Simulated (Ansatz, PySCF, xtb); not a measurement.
Gas-phase reaction in SMILES: C1CC2=C1CC2 + 8 C (CH4) -> C=C (C2H4) + 6 CC (C2H6) [ethane]
Geometries: B3LYP-D3(BJ)/def2-TZVP minima from Ansatz (a quantum-chemistry and plane-wave program), one conformer each, not searched for the lowest. Frequencies are from Ansatz or PySCF.

Wanted: bond separation energy (0 K, with B3LYP-D3(BJ) harmonic zero-point energies), in kcal/mol. Correlated levels leave the core frozen unless marked. No spin-orbit coupling. No relativistic terms. Basis-set limits of correlation are two-point, X^-3; Hartree-Fock from the larger set. The bracket is a focal-point correction in the basis named.

| level | program | bond separation energy (kcal/mol) |
|---|---|---|
| GFN2-xTB | xtb | -46.3 |
| HF/6-31G* | Ansatz | -65.0 |
| revPBE-D3(BJ)/def2-TZVPD | Ansatz + dftd3 | -48.9 |
| revPBE-D4/def2-TZVPD | Ansatz + dftd4 | -48.5 |
| B97M-V/def2-TZVPD | Ansatz | -50.5 |
| PBE0/def2-SVP | Ansatz | -56.5 |
| PBE0-D3(BJ)/def2-TZVPD | Ansatz + dftd3 | -54.8 |
| PBE0-D4/def2-TZVPD | Ansatz + dftd4 | -54.1 |
| BHLYP-D4/def2-TZVPD | Ansatz + dftd4 | -60.8 |
| r2SCANh/def2-TZVPD | Ansatz | -54.5 |
| r2SCAN0/def2-TZVPD | Ansatz | -56.6 |
| CAM-B3LYP-D3(BJ)/def2-TZVPD | Ansatz + dftd3 | -57.5 |
| B2GP-PLYP-D3(BJ)/def2-TZVPD | Ansatz + dftd3 | -54.6 |
| PBE-QIDH/def2-TZVPD | Ansatz | -54.9 |
| MP2/6-31G* | Ansatz | -51.2 |
| SCS-MP2/STO-3G | Ansatz | -64.5 |
| SCS-MP2/6-31G* | Ansatz | -52.4 |
| CCSD/aug-cc-pVDZ | Ansatz | -59.0 |
| CCSD/aug-cc-pVTZ | Ansatz | -56.6 |
| CCSD/cc-pVTZ | Ansatz | -56.7 |
| RI-MP2/CBS(cc-pVTZ,cc-pVQZ)+[CCSD(T)-MP2]/cc-pVTZ | Ansatz | -53.1 |
